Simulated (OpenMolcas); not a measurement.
# Pr3+: ligand-field states by method

Pr3+ with 4 ligands (chloride) in tetrahedral coordination (Td) at 2.62 Å. A charge of +0.25 e stands 2.6 Å behind each ligand. Ligand basis ANO-RCC-VDZP.

- Program: OpenMolcas
- Basis: ANO-RCC-VTZP [8s7p5d3f2g1h]
- Scalar Hamiltonian: DKH2, point nucleus
- Active space: 2 electrons in 7 orbitals (4f)
- State averaging: 2S+1 = 3 even, 21 roots; 2S+1 = 1 even, 27 roots kept (CI in the orbitals of an earlier block)
- Spin-orbit coupling: state interaction with AMFI integrals over the reference wave functions

I. CASSCF
II. SS-CASPT2, IPEA 0.25 Eh, imaginary shift 0.1 Eh (closed shells correlated: 5s 5p and the ligand valence shells)

Spin-free states (labels of Td) in cm-1, each column counted from its own energy of the first state listed:

```json
{"State": "3T1", "Degeneracy": "3", "I": "0", "II": "0"}
{"State": "3E", "Degeneracy": "2", "I": "12", "II": "100"}
{"State": "3T1", "Degeneracy": "3", "I": "198", "II": "220"}
{"State": "3T2", "Degeneracy": "3", "I": "226", "II": "70"}
{"State": "3A2", "Degeneracy": "1", "I": "5830", "II": "4610"}
{"State": "3T2", "Degeneracy": "3", "I": "5975", "II": "4530"}
{"State": "3T1", "Degeneracy": "3", "I": "6028", "II": "4550"}
{"State": "1T2", "Degeneracy": "3", "I": "6721", "II": "6360"}
{"State": "1E", "Degeneracy": "2", "I": "6742", "II": "6520"}
{"State": "1T1", "Degeneracy": "3", "I": "6838", "II": "6090"}
{"State": "1A1", "Degeneracy": "1", "I": "6972", "II": "6620"}
{"State": "1E", "Degeneracy": "2", "I": "20601", "II": "16980"}
{"State": "1T2", "Degeneracy": "3", "I": "20834", "II": "17190"}
{"State": "1E", "Degeneracy": "2", "I": "25002", "II": "22280"}
{"State": "1T2", "Degeneracy": "3", "I": "25010", "II": "23210"}
{"State": "1A2", "Degeneracy": "1", "I": "25031", "II": "21930"}
{"State": "1T2", "Degeneracy": "3", "I": "25215", "II": "22290"}
{"State": "1T1", "Degeneracy": "3", "I": "25252", "II": "22730"}
{"State": "1A1", "Degeneracy": "1", "I": "25291", "II": "22310"}
{"State": "3T1", "Degeneracy": "3", "I": "27443", "II": "22710"}
```

From I to II, I's first state of another spin (1T2) moves from 6721 to 6360 cm-1, by about -360 cm-1. In II another state of that kind comes below it.

With spin-orbit coupling the lowest J multiplet is 189 (I), 175 (II) cm-1 wide, a factor of 0.93 from I to II.

χT at 300 K: I 1.59, II 1.61 cm3 K/mol.

Roots that are degenerate in the reference are averaged as groups; the widest CASPT2 spread within a group is 230 cm-1 (the 3-fold group of multiplicity 1 near 22700 cm-1 above the lowest state of its run, II). Shifts and gaps below about the spread of the groups concerned are not significant. Over all roots computed the reference weight is 0.72 to 0.73 in II; a low but even weight reflects the number of correlated electrons. Without dynamic correlation the ligand-field splitting of an f shell can come out too small, at times by half (holds for I). Splittings of an f shell from a small cluster at a set distance can be off by tens of per cent, mostly too small (holds for II). No measured value stands beside these numbers; the geometry was imposed, not optimised, and the real ion may take another.
